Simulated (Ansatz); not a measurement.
Gas-phase electronic energies from Ansatz, PBE0-D4/def2-TZVP geometries. CCSD(T)/CBS is the MP2 limit (def2-TZVPP, def2-QZVPP) plus CCSD(T) − MP2 in def2-TZVPP, frozen cores. Functionals use def2-TZVPP. For Ga outer-core shells are correlated without core-valence functions, which leaves a few kJ/mol of doubt a bond. Scalar relativity is left out up to krypton.

Reaction (substitution at a C–Al bond): `[CH3][Al]([CH3])[C]#N` + `[OH][GaH2]` → `N#C[O][GaH2]` + `[CH3][AlH][CH3]`

`[CH3][Al]([CH3])[C]#N`:

Cartesian coordinates in Å:
```
C -1.421 0.945 -0.719
Al 0.042 -0.182 -0.130
C 1.187 0.007 1.422
C 0.420 -1.724 -1.267
N 0.643 -2.635 -1.939
H -1.602 1.793 -0.056
H -1.225 1.334 -1.723
H -2.348 0.367 -0.790
H 1.172 -0.904 2.029
H 0.906 0.847 2.061
H 2.227 0.152 1.113
```

`[OH][GaH2]`:

```xyz
5

O     0.413   -0.716   -0.972
Ga   -0.115    0.474    0.254
H     0.322   -1.629   -0.695
H    -0.656   -0.083    1.613
H     0.035    1.954   -0.200
```

`N#C[O][GaH2]`:

Cartesian coordinates in Å:
```
N -0.567 -2.284 -1.122
C -0.439 -1.475 -0.304
O -0.307 -0.605 0.613
Ga 0.314 1.108 0.317
H 0.663 1.385 -1.165
H 0.336 1.870 1.661
```

`[CH3][AlH][CH3]`:

Z-matrix (Å, degrees):
```
C
Al 1 1.954
H 1 1.092 2 113.4
H 1 1.095 2 111.1 3 121.8
H 1 1.096 2 110.4 3 -120.9
C 2 1.954 1 121.2 3 -176.1
H 2 1.595 1 120.2 3 4.5
H 6 1.096 2 110.5 1 -117.3
H 6 1.093 2 113.4 1 3.7
H 6 1.095 2 111.0 1 125.4
```

CCSD(T)/CBS gives +147.0 kJ/mol.

Q: Another level gave +124.3 kJ/mol. Which?
A. CCSD(T)/def2-TZVPP
B. BLYP/def2-TZVPP
C. PBE-D4/def2-TZVPP
D. ωB97M-V/def2-TZVPP

A: B. BLYP 124.3, PBE-D4 117.6, ωB97M-V 136.0, CCSD(T)/def2-TZVPP 141.3 kJ/mol.

Largest T1 diagnostic among the species: 0.015.

At CCSD(T), def2-SVP lies −24.8 kJ/mol from the extrapolated value and def2-TZVPP −5.7 kJ/mol. Leaving LDA and LC-ωPBE aside and taking each functional with its dispersion term where it has one, the values, not all of them listed here, spread over 19.9 kJ/mol, from revPBE-D4 to ωB97M-V. LDA lies −10.3 kJ/mol from PBE without D4.
